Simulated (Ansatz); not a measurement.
The input (input.yaml):

```yaml
crystal:
  lattice:
    - [0.0, 5.43, 5.43]
    - [5.43, 0.0, 5.43]
    - [5.43, 5.43, 0.0]
  atoms:
    - { symbol: Si, position: [0.0, 0.0, 0.0] }
    - { symbol: Si, position: [0.125, 0.125, 0.125] }
    - { symbol: Si, position: [0.0, 0.0, 0.5] }
    - { symbol: Si, position: [0.125, 0.125, 0.625] }
    - { symbol: Si, position: [0.0, 0.5, 0.0] }
    - { symbol: Si, position: [0.125, 0.625, 0.125] }
    - { symbol: Si, position: [0.0, 0.5, 0.5] }
    - { symbol: Si, position: [0.125, 0.625, 0.625] }
    - { symbol: Si, position: [0.5, 0.0, 0.0] }
    - { symbol: Si, position: [0.625, 0.125, 0.125] }
    - { symbol: Si, position: [0.5, 0.0, 0.5] }
    - { symbol: Si, position: [0.625, 0.125, 0.625] }
    - { symbol: Si, position: [0.5, 0.5, 0.0] }
    - { symbol: Si, position: [0.625, 0.625, 0.125] }
    - { symbol: Si, position: [0.5, 0.5, 0.5] }
    - { symbol: Si, position: [0.625, 0.625, 0.625] }
    - { symbol: Si, position: [0.24683981, 0.25474718, 0.24959824] }
basis:
  ecutwfc: 420.0
kpoints:
  mp_grid: { grid: [2, 2, 2] }
hamiltonian:
  xc: pbe
  dispersion: d3bj
  pseudopotentials: { kind: paw, azcp: { folder: soft_1 } }
scf:
  occupations: { method: gaussian, width: 0.02 }
  lower_state_search: "off"
relax:
  f_tol: 0.03
  max_steps: 60
  adjacent_minimum: "off"
```

Run as:

```bash
$ ansatz run input.yaml --threads 1 --pin off --max-ram 3072MiB --backend cpu --events-out ev --progress --plain --runs-dir out
```

Hardware: 1 thread of Arm Neoverse V2, with other jobs on the host.

Task: Roughly how long does this run take, and how much memory?

Result: 19 s, with a peak of 0.49 GiB, for 4 ionic steps.
